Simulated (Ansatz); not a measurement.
A structure relaxed at r2SCAN-D4/def2-SVP in Ansatz, charge 1, doublet:

Cartesian coordinates in Å:
```
Cd -1.425 1.294 0.067
Cd 1.824 0.590 -0.302
Cd -0.344 -1.837 0.516
F 1.484 -1.491 -0.495
F 0.197 0.238 1.229
F 0.314 1.928 -0.955
F -2.051 -0.722 -0.059
```

Question: Give its formula.

Answer: the cluster Cd₃F₄⁺.

Question: Summarise the bond lengths by kind (pairs closer than 1.2 times the sum of covalent radii, bridged metal pairs left out).

Answer: 9 × Cd–F 2.11 to 2.26 Å.

In the def2 sets Cd takes a core potential; there is no spin–orbit coupling. The structure comes from a short search, and lower isomers may exist.
